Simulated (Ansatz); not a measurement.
Start from `CO[Si]Cl` and change one atom or group to get `CO[Si]OC`.

Ansatz, PBE0-D4/def2-TZVP geometries, multiplicity 1. Each molecule was computed in one conformer, which needn't be the lowest.

```csv
property,`CO[Si]Cl`
LUMO energy (PBE0/def2-TZVPP) / eV,-1.85
HOMO–LUMO gap (PBE/def2-TZVPP) / eV,3.68
HOMO energy (B3LYP/def2-TZVPP) / eV,-7.23
size of the dipole moment (PBE/def2-TZVPP) / D,1.79
HOMO–LUMO gap (PBE0/def2-TZVPP) / eV,5.58
"ideal-gas entropy at 298 K and 1 bar (rigid rotor, harmonic PBE0-D4/def2-TZVP) / J/(mol·K)",321
```

(1) What does the change do to each property? (Estimate.)

Results:

(1) Ansatz gave: 
```tsv
property	`CO[Si]OC`	shift
LUMO energy (PBE0/def2-TZVPP) / eV	-0.87	0.98
HOMO–LUMO gap (PBE/def2-TZVPP) / eV	4.15	0.47
HOMO energy (B3LYP/def2-TZVPP) / eV	-6.74	0.49
size of the dipole moment (PBE/def2-TZVPP) / D	3.03	1.24
HOMO–LUMO gap (PBE0/def2-TZVPP) / eV	6.06	0.48
ideal-gas entropy at 298 K and 1 bar (rigid rotor, harmonic PBE0-D4/def2-TZVP) / J/(mol·K)	353	32
```

With PBE0 the HOMO rises by 0.49 eV and the LUMO rises by 0.98 eV, so the gap widens by about 0.49 eV. PBE moves the HOMO by 0.47 eV and ωB97M-V by 0.44 eV. The zero-point energy changes by 106.8 kJ/mol with +12 modes. Dipoles are sizes alone; their direction can turn.

B3LYP here is the variant with VWN-RPA as its local correlation; programs differ in this.
